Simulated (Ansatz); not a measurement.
`CC(C)[O][Zr]([OH])([OH])[O]C(C)C`, 27 atoms. Total charge 0; spin multiplicity 1. Correlated methods include outer-core shells of Zr, which these sets cover unevenly. Zr: def2 effective core potential. Hardware: A = 11 threads of an AMD EPYC 7R13 on a shared host; B = 11 threads of an AMD EPYC 7R13 on a shared host and a whole NVIDIA H100 80 GB. Correlated methods freeze the cores.

(1) Give the basis size and wall time and peak host memory of each of these runs in Ansatz. RKS PBE0-D4/def2-SVP energy [A]; RHF-CCSD(T)/def2-SVP energy [B]; RHF-CCSD(T)/def2-TZVPP energy [B]; RKS PBE0-D4/def2-QZVPP energy [B]; RKS revPBE-D4/def2-TZVPP energy [B]; RKS CAM-B3LYP-D4/def2-TZVPP energy [B]; RKS PBE0-D4/def2-TZVPP energy [B]; RKS HSE06 (plane-wave form)-D4/def2-TZVPP energy [B]; RKS PBE0-D4/def2-TZVP relaxation (80 steps) [B]; direct RPA on PBE orbitals/def2-TZVPP energy [B]; RKS ωB97M-V/def2-QZVPP energy [B]; RKS ωB97M-V/def2-SVP energy [A]. (Best estimate.)

Results:

(1) Ansatz gave: Other jobs shared the machine, so times are rough.

```csv
level,job,functions,wall time,peak host memory (GiB)
RKS PBE0-D4/def2-SVP,energy [A],251,3.1 s,1.4
RKS HSE06 (plane-wave form)-D4/def2-TZVPP,energy [B],590,7 s,1.2
RKS PBE0-D4/def2-TZVPP,energy [B],590,8.5 s,1.2
RKS ωB97M-V/def2-SVP,energy [A],251,9 s,1.8
RKS CAM-B3LYP-D4/def2-TZVPP,energy [B],590,9.5 s,1.2
RKS revPBE-D4/def2-TZVPP,energy [B],590,10 s,1.2
RHF-CCSD(T)/def2-SVP,energy [B],251,11 s,0.84
RKS PBE0-D4/def2-QZVPP,energy [B],1131,16 s,1.7
direct RPA on PBE orbitals/def2-TZVPP,energy [B],590,16 s,3.5
RKS ωB97M-V/def2-QZVPP,energy [B],1131,16 s,1.9
RHF-CCSD(T)/def2-TZVPP,energy [B],590,89 s,3.2
RKS PBE0-D4/def2-TZVP,relaxation (80 steps) [B],446,2.6 min,1.1
```
